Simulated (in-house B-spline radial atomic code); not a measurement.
**RPA and G0W0 on LC-wPBE: Rb8+**

Configuration [Ar] 3d10 4s1, highest spin, mean-field start LC-wPBE. Computed with an all-electron radial atomic-structure program (B-spline basis): all electrons, non-relativistic, point nucleus, each spin shell either full or empty, empty states to l = 9 with an (l + 1/2)⁻⁴ tail; G0W0 by contour deformation at full frequency.

Without relativity these are model numbers: it shifts the levels of so heavy an element strongly and can reorder them.

Command:
```bash
python run_gw.py task.json out
```
Settings (radii: box in bohr, nucleus in fm):
```
Z                        37
electrons                29
configuration            [Ar] 3d10 4s1
hamiltonian              nr
method                   lc_wpbe
lmax                     9
spin_polarised           True
box_radius               7.7
intervals                49
ion_configuration        [Ar] 3d10
```

Cost of the run: 2.8 s on 1 thread of Arm Neoverse V2, with other jobs on the host.

Energies (hartree):

```csv
term,value
mean-field total,-2921.21176
Hartree-Fock functional on these orbitals,-2920.14665
direct second order,-2.3971
second-order exchange,0.7018
SOSEX correction,0.65986
```

What is the RPA correlation energy, and what remains with SOSEX?

RPA gives -2.1559 hartree (-2.02 eV per electron); RPA + SOSEX gives -1.4961, and the second-order doubles -1.6953 hartree (no singles). SOSEX takes back 31 % of the RPA value.

Quasi-particle levels (eV):

```
  level  occupied  mean field  Σx - vxc     Σc  QP weight     G0W0
  4s up       yes     -146.72     -0.77      ?          ?        ?
3d down       yes     -242.21    -16.85   2.66      0.970  -256.41
  3d up       yes     -242.60    -16.82   2.58      0.907  -256.84
3p down       yes     -359.02    -28.60   6.88      0.870  -380.74
4s down        no     -134.09      5.88  -2.55      0.976  -130.76
```

G0W0 = mean field + (Σx - vxc) + Σc, with Σc (partial-wave tail included) taken at the quasi-particle energy. Only the outer levels were computed.

Where does G0W0 put 4s up?

At -149.38 eV, with Σc = -1.90 eV and a quasi-particle weight of 0.984. The tabulated removal energy is 150.628 ± 0.025 eV (NIST, measured); the calculation leaves out relativity, Breit and QED terms, and what these don't explain is the method's own error.

What does it cost to remove one electron (to [Ar] 3d10) by differences of total energies, each species on its own start (correlation terms add to the Hartree-Fock functional)?

LC-wPBE 149.66 eV, Hartree-Fock functional 147.10 eV, + RPA 148.85 eV, + RPA + SOSEX 148.17 eV, + second order 148.49 eV. Tabulated: 150.628 ± 0.025 eV (NIST, measured); the calculation leaves out relativity, Breit and QED terms, and what these don't explain is the method's own error.
